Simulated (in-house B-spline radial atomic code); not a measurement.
A run on Sb+ (an excited or competing configuration) that did not converge. Method: scalar-relativistic (X2C) wB97X, spin-polarised, spherical fractional occupations, exact exchange averaged over the configuration, Fermi nucleus of rms radius 4.6802 fm; computed with a B-spline radial code for spherical atoms.

Command:
```bash
python run_scf.py task.json out
```
Settings (nuclear radius in fm, mass in u):
```
Z                51
configuration    [Ar] 3d10 4s2 4p5 4d10 5s2 5p2 6f1
hamiltonian      x2c
method           wb97x
spin_polarised   True
nucleus          fermi
rms_radius       4.6802
atomic_mass      120.90381
speed_of_light   137.035999084
exact_exchange   averaged over the configuration
```

First and last ten iterations of the last attempt (damped for 15 steps, keeping 80 % of the old Fock matrix, then DIIS):
```
 iter        energy (Eh)    residual
    1       -6471.984259    4.76e-01
    2       -6474.286566    2.66e-01
    3       -6475.411850    1.70e-01
    4       -6475.926965    1.11e-01
    5       -6476.153546    7.28e-02
    6       -6476.253510    4.71e-02
    7       -6476.301236    3.05e-02
    8       -6476.323040    1.95e-02
    9       -6476.332645    1.45e-02
   10       -6476.336756    1.09e-02
  111       -6476.340266    1.53e-04
  112       -6476.340248    1.50e-04
  113       -6476.340253    1.54e-04
  114       -6476.340258    8.29e-05
  115       -6476.340237    1.13e-04
  116       -6476.340239    1.10e-04
  117       -6476.340217    2.16e-04
  118       -6476.340237    1.74e-04
  119       -6476.340226    1.60e-04
  120       -6476.340222    1.63e-04
 not converged after 120 iterations
```

The smallest residual met was 8.3e-05; the threshold is about 5e-07. No energy from this run should be used. Time taken, with all properties: 40 s on 1 thread of Intel(R) Xeon(R) Platinum 8488C (shared host).
